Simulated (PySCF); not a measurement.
A structure optimised at TPSSh-D3(BJ)/def2-SVP, used in a PySCF frequency run:

```xyz
10

O     -1.1240    -1.0640    -1.0210
Ge    -0.4266    -0.0281     0.2668
O     -0.9902     1.6613     0.0499
Si     1.9323    -0.2551    -0.0273
H     -2.0932    -1.0890    -0.9772
H     -1.0110    -0.3875     1.6460
H     -0.6674     2.0412    -0.7821
H      2.3031     0.2529    -1.3768
H      2.3417    -1.6799     0.0987
H      2.6377     0.5532     1.0051
```
Charge 0, spin multiplicity 1.

**Question.** Write its SMILES and formula.

**Answer.** [OH][GeH]([OH])[SiH3], GeH6O2Si

**Question.** What are its rotational constants (standard atomic weights)?

**Answer.** 5.1636, 2.4866, 1.9607 GHz
